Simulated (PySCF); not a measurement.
Dipole response of Pd (palladium, neutral)

[Kr] 4d9 5s1, high-spin 3D determinant (an excited configuration). All numbers are calculated (PySCF 2.14, a scalar-relativistic core potential, in aug-cc-pVTZ-PP with ECP28MDF). Coupled (time-dependent) response in atomic units; α is the mean over directions.

| method | mean α (bohr³) | α xx, yy, zz | C₆ (like pair) | S(−4) |
| --- | --- | --- | --- | --- |
| BLYP | 47.37 | 47.48, 47.48, 47.15 | 383.0 | 1555 |

S(−4) is the Cauchy moment in α(ω) = α(0) + S(−4) ω² + …

Spin-orbit coupling is absent.

α(iu) at BLYP:

| u (hartree) | α(iu) (bohr³) |
| --- | --- |
| 0 | 47.37 |
| 0.0500 | 43.86 |
| 0.100 | 36.49 |
| 0.200 | 23.90 |
| 0.300 | 16.93 |
| 0.500 | 10.60 |
| 0.750 | 7.233 |
| 1.00 | 5.395 |
| 1.50 | 3.378 |
| 2.00 | 2.318 |
| 3.00 | 1.282 |
| 5.00 | 0.5507 |

A single London oscillator, α(iu) = α/(1 + u²/ω²), gives C₆ = (3/4) ω α². Matching the computed C₆ needs ω = 4 × 383.0 / (3 × 47.37²) = 0.228 hartree.

The components differ because the open shell of this determinant is not spherical; for a pure term their mean is the scalar polarisability.

Energies and moments cover only the electrons outside the core potential.
